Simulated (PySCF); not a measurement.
Can point charges reproduce the dipole moment of `P([SiH3])([SiH2]C[SiH3])[SiH2]C=C`?

Coordinates (GFN2-xTB, Å) and charges (e) from the PBE0/pcSseg-1 density (PySCF):

| atom | x | y | z | Mulliken | IAO | Hirshfeld | ESP-fitted |
| --- | --- | --- | --- | --- | --- | --- | --- |
| C1 | -1.855 | 2.229 | -1.114 | -0.1586 | -0.2781 | -0.0747 | -0.2916 |
| C2 | -2.096 | 0.938 | -1.283 | -0.4792 | -0.4100 | -0.1305 | -0.3412 |
| Si3 | -2.255 | -0.322 | 0.106 | +0.5209 | +0.5784 | +0.2777 | +0.4579 |
| P4 | -0.604 | -1.804 | -0.151 | -0.5716 | -0.3516 | -0.1267 | -0.4933 |
| Si5 | -0.970 | -3.148 | 1.576 | +0.3405 | +0.4201 | +0.2505 | +0.3641 |
| Si6 | 1.154 | -0.625 | 0.565 | +0.4925 | +0.5816 | +0.2775 | +0.5066 |
| C7 | 1.659 | 0.553 | -0.830 | -0.8639 | -0.8148 | -0.2476 | -0.4423 |
| Si8 | 3.157 | 1.649 | -0.453 | +0.4919 | +0.6081 | +0.3129 | +0.3944 |
| H9 | -1.755 | 2.662 | -0.131 | +0.1212 | +0.1464 | +0.0473 | +0.1621 |
| H10 | -1.750 | 2.916 | -1.941 | +0.1251 | +0.1529 | +0.0521 | +0.1591 |
| H11 | -2.185 | 0.559 | -2.294 | +0.1398 | +0.1577 | +0.0456 | +0.1853 |
| H12 | -3.515 | -1.061 | -0.018 | -0.0388 | -0.1042 | -0.0738 | -0.0745 |
| H13 | -2.215 | 0.360 | 1.407 | -0.0474 | -0.1209 | -0.0764 | -0.0925 |
| H14 | -1.047 | -2.443 | 2.858 | -0.0561 | -0.1174 | -0.0769 | -0.1048 |
| H15 | 0.135 | -4.104 | 1.614 | -0.0461 | -0.0966 | -0.0705 | -0.0638 |
| H16 | -2.239 | -3.826 | 1.319 | -0.0490 | -0.0977 | -0.0712 | -0.0666 |
| H17 | 0.851 | 0.124 | 1.795 | -0.0369 | -0.1232 | -0.0807 | -0.1247 |
| H18 | 2.216 | -1.588 | 0.871 | -0.0371 | -0.1072 | -0.0756 | -0.0964 |
| H19 | 0.807 | 1.186 | -1.083 | +0.2075 | +0.1673 | +0.0326 | +0.1454 |
| H20 | 1.865 | -0.042 | -1.722 | +0.1807 | +0.1683 | +0.0435 | +0.1347 |
| H21 | 4.299 | 0.822 | -0.062 | -0.0783 | -0.1210 | -0.0778 | -0.1054 |
| H22 | 2.831 | 2.575 | 0.633 | -0.0769 | -0.1215 | -0.0788 | -0.1056 |
| H23 | 3.504 | 2.419 | -1.652 | -0.0801 | -0.1167 | -0.0790 | -0.1069 |

Compute μ = Σ q r for each scheme (1 e·Å = 4.803 D) and compare with the dipole of the full density.

The full density gives (-0.27, 1.09, -0.15) D, 1.13 D in size; dipole vectors point from the negative to the positive end.

```csv
scheme,μx,μy,μz,size (D),share of the full size (%),angle to the full dipole (°)
Mulliken,0.24,0.74,3.61,3.69,327,87
IAO,0.20,0.04,1.02,1.05,92,98
Hirshfeld,-0.29,0.29,-0.32,0.52,46,42
ESP-fitted,-0.31,1.06,-0.10,1.11,98,3
```

Which set comes closest?

Length of the difference vector: ESP-fitted 0.07 D, Hirshfeld 0.82 D, IAO 1.64 D, Mulliken 3.80 D. Closest: ESP-fitted. 

What is left for the Hirshfeld atoms' own dipoles?

The shares of the density sum to the whole, so what Σ q r misses lies in dipoles about the nuclei. The atomic dipoles sum to (-0.27, 1.09, -0.15) − (-0.29, 0.29, -0.32) = (0.02, 0.80, 0.17) D, 0.82 D in size.

With the origin at the mean of the coordinates, (0.000, 0.001, 0.000) Å, which are the largest single terms, by size, of the Hirshfeld dipole along the direction of the full one?

Si5 -3.61, H15 +1.42, Si8 +1.33, Si6 -1.27, H16 +1.13 D; all 23 atoms together +0.39 D. The single terms depend on the origin, their sum doesn't.

Give the size of the full dipole in other units.

1.13 D = 0.445 au = 0.235 e·Å = 3.77 × 10⁻³⁰ C·m.

Geometry: GFN2-xTB, one conformer, isolated molecule.

Shape of the structure used: `[CH2:1]=[CH:2][SiH2:3][P:4]([SiH3:5])[SiH2:6][CH2:7][SiH3:8]`: C1–C2–Si3–P4 -117°, C2–Si3–P4–Si5 179°, Si3–P4–Si6–C7 -78°, P4–Si6–C7–Si8 -179°.
